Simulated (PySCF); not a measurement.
C7H7N.
SMILES with atom numbers: `[N:1]#[C:2][C@:3]12[CH2:4][C@@H:5]3[C@H:6]([CH2:7]1)[C@H:8]23` (hydrogens: H9, H10 on C4; H11 on C5; H12 on C6; H13, H14 on C7; H15 on C8)

The same species was optimised twice, with GFN2-xTB and with PBE0-D3(BJ)/def2-SVP (PySCF), and the same property calculations (PySCF, gas phase) were run on both structures.

```csv
coordinate,GFN2-xTB,PBE0-D3(BJ)/def2-SVP,change
C2–C3 (Å),1.419,1.440,+0.021
C3–C8 (Å),1.566,1.581,+0.015
N1≡C2 (Å),1.146,1.159,+0.013
C5–C6 (Å),1.519,1.527,+0.008
C3–C4 (Å),1.545,1.550,+0.005
C3–C7 (Å),1.545,1.550,+0.005
C4–C5 (Å),1.515,1.517,+0.002
C6–C7 (Å),1.515,1.517,+0.002
C5–C8 (Å),1.499,1.501,+0.002
C6–C8 (Å),1.499,1.501,+0.002
C4–C3–C7 (°),102.7,104.0,+1.3
C7–C3–C8 (°),88.7,88.1,-0.6
C4–C3–C8 (°),88.7,88.1,-0.6
N1–C2–C3 (°),179.0,179.5,+0.5
C2–C3–C8 (°),125.8,126.3,+0.5
C4–C5–C6 (°),107.1,107.6,+0.5
C5–C6–C7 (°),107.2,107.6,+0.4
C2–C3–C7 (°),121.3,121.0,-0.3
```

Rotational constants: A = 4891, B = 1826, C = 1669 MHz (GFN2-xTB) against A = 4852, B = 1797, C = 1635 MHz (PBE0-D3(BJ)/def2-SVP). Point groups within 0.08 Å: Cs and Cs.

On the GFN2-xTB structure: lowest singlet, TDDFT (eV) 6.77 [PBE0/def2-SVPD]; isotropic polarisability (au) 74.7 [PBE0/def2-SVPD]; HOMO (eV) -7.90 [PBE0/def2-SVPD]; LUMO (eV) 0.28 [PBE0/def2-SVPD]; dipole (D) 4.45 [PBE0/def2-SVPD]; HOMO (eV) -7.89 [PBE0/pcSseg-1]; LUMO (eV) 0.42 [PBE0/pcSseg-1]; dipole (D) 4.34 [PBE0/pcSseg-1]; GIAO shielding of N1 (ppm) -38.1 [PBE0/pcSseg-1]; GIAO shielding of C2 (ppm) 62.5 [PBE0/pcSseg-1]; GIAO shielding of C3 (ppm) 155.3 [PBE0/pcSseg-1]; GIAO shielding of C4/C7 (mean) (ppm) 143.9 [PBE0/pcSseg-1]; GIAO shielding of C5/C6 (mean) (ppm) 168.8 [PBE0/pcSseg-1]; GIAO shielding of C8 (ppm) 146.5 [PBE0/pcSseg-1].

Q: What do these properties become on the PBE0-D3(BJ)/def2-SVP structure?

A: 
```
                                    property           level  on GFN2-xTB  on PBE0-D3(BJ)/def2-SVP  change
                  lowest singlet, TDDFT (eV)  PBE0/def2-SVPD         6.77                     6.71   -0.06
               isotropic polarisability (au)  PBE0/def2-SVPD         74.7                     76.1    +1.4
                                   HOMO (eV)  PBE0/def2-SVPD        -7.90                    -7.94   -0.04
                                   LUMO (eV)  PBE0/def2-SVPD         0.28                     0.18   -0.10
                                  dipole (D)  PBE0/def2-SVPD         4.45                     4.47   +0.02
energy, GFN2-xTB geometry as zero (kcal/mol)  PBE0/def2-SVPD          0.0                     -1.2    -1.2
                                   HOMO (eV)   PBE0/pcSseg-1        -7.89                    -7.92   -0.03
                                   LUMO (eV)   PBE0/pcSseg-1         0.42                     0.31   -0.11
                                  dipole (D)   PBE0/pcSseg-1         4.34                     4.37   +0.03
energy, GFN2-xTB geometry as zero (kcal/mol)   PBE0/pcSseg-1          0.0                     -0.7    -0.7
                  GIAO shielding of N1 (ppm)   PBE0/pcSseg-1        -38.1                    -44.3    -6.2
                  GIAO shielding of C2 (ppm)   PBE0/pcSseg-1         62.5                     59.9    -2.6
                  GIAO shielding of C3 (ppm)   PBE0/pcSseg-1        155.3                    150.5    -4.8
        GIAO shielding of C4/C7 (mean) (ppm)   PBE0/pcSseg-1        143.9                    142.4    -1.5
        GIAO shielding of C5/C6 (mean) (ppm)   PBE0/pcSseg-1        168.8                    166.7    -2.1
                  GIAO shielding of C8 (ppm)   PBE0/pcSseg-1        146.5                    141.5    -5.0
```

The heavy atoms differ by 0.020 Å rms after alignment. Among bonds between heavy atoms C2–C3 changes most (+0.021 Å). Changes are differences of the printed values. Neither structure is proved a minimum here.
